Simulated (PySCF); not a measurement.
ZrF₃Cl, SMILES [F][Zr]([F])([F])[Cl], multiplicity 1. Geometry: PBE-D3(BJ)/def2-SVP. The spin state was assumed, not searched. The structure was generated by enumeration; whether it is a known compound was not checked. The def2 effective core potentials stand for the cores of Zr; spin–orbit coupling is left out.

Computed equilibrium geometry at PBE-D3(BJ)/def2-SVP (PySCF confirms it by a frequency run) as a Z-matrix, and its point group:
point group C3v.
```
Zr
F 1 1.9029
F 1 1.9029 2 108.97
F 1 1.9029 2 108.97 3 -118.80
Cl 1 2.3550 2 109.96 4 -120.60
```
Charge 0, spin multiplicity 1.
